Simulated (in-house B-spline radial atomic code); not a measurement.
Spin-orbit splittings of orbital energies (j = l + 1/2 less j = l - 1/2) and ratios of mean radii (lower j over upper j) along the 11-electron series, configuration [Ne] 3s1. Computed with an all-electron radial atomic-structure program (B-spline basis): Dirac-Hartree-Fock, average of the configuration, finite nuclei.

| ion | Z | splitting of 2p (eV) | radius ratio of 2p |
| --- | --- | --- | --- |
| Pt67+ | 78 | 1790.55 | 0.87889 |
| Au68+ | 79 | ? | ? |
| Hg69+ | 80 | 2016.1 | 0.8717 |
| Tl70+ | 81 | 2137.59 | 0.868 |
| Pb71+ | 82 | ? | ? |
| Bi72+ | 83 | 2399.37 | 0.86037 |

**Question.** Fill in the row of Au68+.

**Answer.** splitting of 2p (eV): 1900.5; radius ratio of 2p: 0.87533.

**Question.** Fill in the row of Pb71+.

**Answer.** splitting of 2p (eV): 2265.26; radius ratio of 2p: 0.86422.

**Question.** With what power of Z does the column «splitting of 2p (eV)» change over this range?

**Answer.** A fit of the logarithm of its size against log Z from Z = 78 to 83 has slope 4.71. An unscreened hydrogenic electron would give 4 at low Z; screening makes the apparent power larger near the neutral end, and relativity raises it again at high Z.
